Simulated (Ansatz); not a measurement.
Reaction (ligand exchange at the Si–S bond): `F[SiH](F)S[SiH2]Cl` + `O[SiH2]O` → `O[SiH2]O[SiH](F)F` + `S[SiH2]Cl`

Program: Ansatz. Geometries: PBE0-D4/def2-TZVP. ΔE: electronic, gas phase. CCSD(T)/CBS is the MP2 limit (def2-TZVPP, def2-QZVPP) plus CCSD(T) − MP2 in def2-TZVPP, frozen cores. Functionals use def2-TZVPP. B3LYP here is the variant with VWN-RPA as its local correlation; programs differ in this. One conformer a species, not always the lowest.

`F[SiH](F)S[SiH2]Cl`:

Cartesian coordinates in Å:
```
F 1.967 -0.101 0.421
Si 1.130 -1.050 -0.534
F 1.222 -0.402 -1.976
S -0.870 -1.187 0.113
Si -1.248 0.894 0.440
Cl -0.830 1.437 2.365
H 1.736 -2.388 -0.569
H -2.693 1.086 0.208
H -0.415 1.710 -0.467
```

`O[SiH2]O`:

Z-matrix (Å, degrees):
```
Si
O 1 1.642
O 1 1.642 2 113.5
H 1 1.481 2 111.5 3 116.9
H 1 1.481 2 103.8 3 -121.2
H 2 0.958 1 117.7 3 -66.0
H 3 0.958 1 117.7 2 -66.0
```

`O[SiH2]O[SiH](F)F`:

Z-matrix (Å, degrees):
```
Si
O 1 1.641
O 1 1.634 2 111.2
H 1 1.481 2 106.0 3 -120.9
H 1 1.476 2 109.4 3 116.7
Si 2 1.601 1 153.2 3 -92.7
H 3 0.958 1 118.8 2 -74.6
F 6 1.580 2 109.2 1 -117.4
F 6 1.582 2 110.3 1 -0.2
H 6 1.465 2 111.8 1 121.8
```

`S[SiH2]Cl`:

Cartesian coordinates in Å:
```
S -1.271 0.889 0.708
Si 0.236 -0.058 -0.445
Cl 0.196 -2.105 -0.286
H -0.696 0.593 1.887
H 1.585 0.371 -0.017
H -0.049 0.310 -1.847
```

```csv
species,B3LYP energy (Eh)
`F[SiH](F)S[SiH2]Cl`,-1639.32214
`O[SiH2]O`,-442.54764
`O[SiH2]O[SiH](F)F`,-932.04347
`S[SiH2]Cl`,-1149.85681
```

Work out ΔE.

ΔE = (-932.04347) + (-1149.85681) − (-1639.32214) − (-442.54764) = -0.03050 Eh = -80.1 kJ/mol. CCSD(T)/CBS gives -73.6 kJ/mol.

Largest T1 diagnostic among the species: 0.012.

In def2-TZVPP, CCSD(T) changes the Hartree–Fock value by +23.9 kJ/mol (the triples alone add +5.1 kJ/mol) and MP2 by +28.7 kJ/mol. From PBE to PBE0 (25 % exact exchange), in def2-TZVPP and without D4, ΔE moves by −7.0 kJ/mol. The D4 term adds +6.4 kJ/mol with B3LYP and +3.3 kJ/mol with PBE0; it sums over pairs of atoms, weighted by their polarisabilities, and B3LYP, whose exchange is more repulsive, gets the larger term.
